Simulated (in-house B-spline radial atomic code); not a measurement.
**Ionising Au²⁺ with different functionals**

Computed with a B-spline radial code for spherical atoms: four-component Dirac-Coulomb Hamiltonian, Fermi nucleus of rms radius 5.4371 fm, spin-restricted, spherical fractional occupations for the functionals, and exact exchange of hybrids averaged over the configuration. The ionisation energy is the difference of two self-consistent energies, [Xe] 4f14 5d9 → [Xe] 4f14 5d8, without Breit or QED terms; ε is the level of the shell that loses the electron (mean over j). The electron is taken from both j subshells in proportion to 2j + 1, so the result is a j average, not the step between ground levels.

| method | rung | ΔSCF (eV) | -ε(5d) (eV) |
| --- | --- | --- | --- |
| BHandHLYP | global hybrid | 33.44 | 30.84 |
| PBE0 | global hybrid | ? | ? |
| B97-1 | global hybrid | 33.69 | 28.80 |
| HSE06 | range-separated hybrid | ? | ? |

(1) What does PBE0 give?

(2) What does HSE06 give?

(3) Among the functionals, which spreads more, the ΔSCF values or the orbital energies?

(4) How do they compare with the NIST value?

## Answers

(1) ΔSCF 33.72 eV, and -ε(5d) = 29.14 eV.

(2) ΔSCF 33.70 eV, and -ε(5d) = 28.71 eV.

(3) The orbital energies: ΔSCF values span about 0.28 eV and the orbital energies 2.13 eV; here energy differences depend much less on the functional than eigenvalues do.

(4) NIST lists 30 eV ± 1.6 (tabulated theory, ground level to ground level). Errors run from +3.44 to +3.72 eV. The correlated functionals all miss on the same side by more than they spread, so the cause is common to them (Breit-QED terms, spin polarisation, the choice among j levels, multiplet and fine-structure energies, or a listed next ion that isn't the cheapest removal here) and closeness doesn't rank the functionals.
